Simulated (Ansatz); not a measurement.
Program: Ansatz. Geometries: PBE0-D4/def2-TZVP. ΔE: electronic, gas phase. CBS: MP2 limit from def2 TZ/QZ plus the TZ coupled-cluster correction, frozen cores. This one scheme is used for every species. Functionals use def2-TZVPP. Elements past krypton have def2 core potentials. For W outer-core shells are correlated without core-valence functions, which leaves a few kJ/mol of doubt a bond. Each species was taken in one conformer, which may not be the lowest.

`C[N](C)[W]([CH3])(=[S])=[S]` + H₂O → `[CH3][W]([OH])(=[S])=[S]` + dimethylamine  (formal hydrolysis of a W–N bond)

```csv
level,ΔE (kJ/mol)
CAM-B3LYP,-16.7
MP2/CBS(def2),31.8
```

(1) What does CCSD(T)/CBS give? (Estimate.)

Largest T1 diagnostic among the species: 0.022, so the coupled-cluster value is less sure than usual.

## Answers

(1) Computed: +15.9 kJ/mol. The listed levels differ from it by -32.6, 15.9 kJ/mol.

At CCSD(T), def2-SVP lies −3.7 kJ/mol from the extrapolated value and def2-TZVPP +0.4 kJ/mol. Leaving LDA and LC-ωPBE aside and taking each functional with its dispersion term where it has one, the values, not all of them listed here, spread over 16.0 kJ/mol, from B97M-V to PBE-QIDH. LDA lies +11.9 kJ/mol from PBE without D4.
